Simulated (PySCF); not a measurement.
# Correlation energy of Ru (ruthenium, neutral)

[Kr] 4d8, high-spin 3F determinant (an excited configuration). Computed with PySCF 2.14 in ANO-RCC-VTZP, with the spin-free X2C one-electron Hamiltonian (Gaussian nucleus). Frozen: [Ar] 3d10; 16 electrons correlated.

```
  level  correlation energy (mhartree)
   CCSD                        -522.22
    (T)                         -19.56
CCSD(T)                        -541.78
```

Diagnostics: T1 = 0.0086, D1 = 0.0187, largest double amplitude 0.034.

Cost of the coupled-cluster step: of the order of 10 core-seconds, for 16 correlated electrons.
